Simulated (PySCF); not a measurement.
CHCl2, SMILES Cl[CH]Cl (connectivity only; charge and spin as stated), charge +1, multiplicity 1. Atoms are numbered in the order given.

```xyz
4

Cl     0.0000    -1.4363     0.1567
C      0.0000     0.0000    -0.6057
Cl     0.0000     1.4363     0.1567
H      0.0000     0.0000    -1.6950
```
Charge +1, spin multiplicity 1.

Coordinates come from a B3LYP-D3(BJ)/def2-TZVP optimisation. The multiplicity is an assumed one; other spin states were not compared. The isomer is the one that the SMILES or the coordinates give; other isomers of the formula were not compared.

These are HF/def2-TZVPD in PySCF values and carry that method's errors.

Symmetry labels are those of the subgroup C2v that the program uses (full group C2v).

**Question.** List the valence orbital energies around the gap with their symmetry. (An estimate is asked for; the answer gives what the named calculation found.)

**Answer.** 
```csv
orbital,symmetry,energy (eV)
HOMO−7,B2,-38.28
HOMO−6,A1,-30.52
HOMO−5,A1,-25.88
HOMO−4,B2,-24.67
HOMO−3,B1,-22.40
HOMO−2,A1,-20.00
HOMO−1,B2,-19.79
HOMO,A2,-19.69
LUMO,B1,-6.43
LUMO+1,A1,-2.69
LUMO+2,A1,-2.25
LUMO+3,B2,-1.84
```
